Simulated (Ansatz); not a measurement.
The same ligand exchange along the group Si, Ge, Sn.

Program: Ansatz. Geometries: PBE0-D4/def2-TZVP. ΔE: electronic, gas phase. CBS: MP2 limit from def2 TZ/QZ plus the TZ coupled-cluster correction, frozen cores. Small cases extrapolate CCSD(T) itself. DFT in def2-TZVPP. def2 core potentials past Kr. For Ge, Sn outer-core shells are correlated without core-valence functions, which leaves a few kJ/mol of doubt a bond. Scalar relativity is left out up to krypton. One conformer a species, not always the lowest.

| reaction | ωB97X-V (eV) | CCSD(T)/CBS(def2) (eV) |
| --- | --- | --- |
| `F[Si]S` + HCl → `F[Si]Cl` + H₂S | -0.44 | -0.42 |
| `[F][Ge][SH]` + HCl → `[F][Ge][Cl]` + H₂S | -0.34 | -0.28 |
| `[F][Sn][SH]` + HCl → `[F][Sn][Cl]` + H₂S | -0.41 | -0.36 |

Largest T1 diagnostic: 0.016, for `[F][Sn][SH]`.

Extrapolated directly: `F[Si]S` + HCl → `F[Si]Cl` + H₂S.
